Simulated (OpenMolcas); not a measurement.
Ni7+.

* Program: OpenMolcas 26.06
* Method: CASSCF
* Basis: ANO-RCC-VTZP [6s5p3d2f1g]
* Scalar Hamiltonian: DKH2, point nucleus
* Active space: 3 electrons in 5 orbitals (3d)
* State averaging: 2S+1 = 4 even, 10 roots; 2S+1 = 2 even, 40 roots kept (CI in the orbitals of an earlier block)
* Spin-orbit coupling: RASSI with atomic mean-field integrals over the reference wave functions, term energies averaged over their components

Levels without dynamic correlation, in cm⁻¹ above 3d³ ⁴F_3/2:

```json
{"Level": "3d³ ²P_1/2", "E": "38558"}
{"Level": "3d³ ⁴P_1/2", "E": "28222"}
{"Level": "3d³ ²G_7/2", "E": "29282"}
{"Level": "3d³ ²H_9/2", "E": "38842"}
{"Level": "3d³ ²F_7/2", "E": "65869"}
```

On this reference, MS-CASPT2, IPEA 0.25 Eh, imaginary shift 0.1 Eh (closed shells correlated: 3s 3p) puts 3d³ ²P_1/2 at 34390 cm⁻¹.

Q: Estimate the other levels at that method by one scale factor, and say how well it serves.

A: The factor is 34390 / 38558 = 0.892. Scaled values beside those that MS-CASPT2 gives and measured ones (Corliss and Sugar, J. Phys. Chem. Ref. Data 10, 197 (1981)):
```
     Level  Scaled  MS-CASPT2  Miss (%)  Measured
3d³ ⁴P_1/2   25174      24310      +3.6     23261
3d³ ²G_7/2   26120      26710      -2.2          
3d³ ²H_9/2   34647      37230      -6.9          
3d³ ²F_7/2   58755      59270      -0.9
```
For these levels the scaled values miss MS-CASPT2 by up to 6.9 %, as correlation changes each term by its own factor, spin-orbit parts do not scale and CASPT2 has its own spread within terms. This holds within one configuration; levels of others move differently, and the target method has errors of its own against measurement.

Term energies are means over components that CASPT2 splits; among the terms shown or strongly mixed into the levels shown the widest spread is 750 cm-1 (3d³ ⁴F, MS-CASPT2). Terms from blocks run as CI alone lack orbitals of their own. Without dynamic correlation excited terms often stand tens of per cent too high (terms of higher spin than the ground term too low), and those without a measured partner can miss by more than the paired ones (holds for CASSCF). Measured partners are found by configuration, term and J. A level has none where our copy of the source lacks it or the pairing is in doubt (some pairs that miss far off the trend of their configuration count as doubtful), and it then counts in no deviation. Levels of configurations outside the active space are missing.
